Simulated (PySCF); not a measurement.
## [MoS2]-, quartet: structure and spectrum

Level of theory: UPBE0/[Mo def2-SVPD with ECP28, S def2-SVPD], scalar-relativistic core potentials, density fitting, no spin–orbit coupling, PySCF.

The structure is a higher-order saddle point with 2 imaginary modes (one degenerate set).

* Point group: D∞h
* Bond lengths: Mo–S 2.216 Å (×2)
* Bond angles: S–Mo–S 180.0°
* Lowest empty level (α): 1.82 eV
* Principal quadrupole moments (Buckingham, traceless) about the centre of mass: -29.06, 14.53, 14.53 D Å
* Zero-point energy (real modes): 5.5 kJ/mol
* Highest occupied level (α): -2.05 eV
* Dipole moment about the centre of mass: 0.00 D
* Rotational constants: 0.05367 cm⁻¹
* Spin squared ⟨S²⟩: 3.880
* Principal polarisabilities: 82.2, 82.2, 193.4 bohr³

Harmonic modes (masses in u: Mo 97.905, S 31.972):
```csv
symmetry,ω (cm⁻¹),"IR (km/mol, summed over degenerate members)",μ (u),type
πu,71i,–,43.56,bend
σg+,435,0.0,31.97,stretch
σu+,483,293,43.56,stretch
```

In D∞h the vibrations span πu + σg+ + σu+. The σg+ mode carries no infrared intensity, as symmetry demands. With a centre of inversion only u modes can be infrared active and only g modes Raman active.

Charges (e); Mulliken and Löwdin values are unreliable with diffuse functions:
```json
{"atom": "Mo1", "Mulliken": "0.56", "Löwdin": "-0.23", "polar tensor": "0.97", "spin (Mulliken)": "3.79", "Mayer order to Mo1": "–"}
{"atom": "S2,3", "Mulliken": "-0.78", "Löwdin": "-0.39", "polar tensor": "-0.99", "spin (Mulliken)": "-0.39", "Mayer order to Mo1": "1.39"}
```
Other Mayer orders above 0.3: S–S 0.32.

Mulliken populations on Mo1 (electrons outside its core potential): s 2.79, p 6.14, d 4.49, f 0.02.

This need not be the most stable arrangement of these atoms. Other spin states or occupations of the open shell can lie lower. The lowest empty level of this anion is unbound, so it and the gap depend on the basis. At this level a quartet minimum of C2v symmetry lies 9 kJ/mol below this structure.

The final relaxation and frequency run took about 50 core-seconds on a shared host.
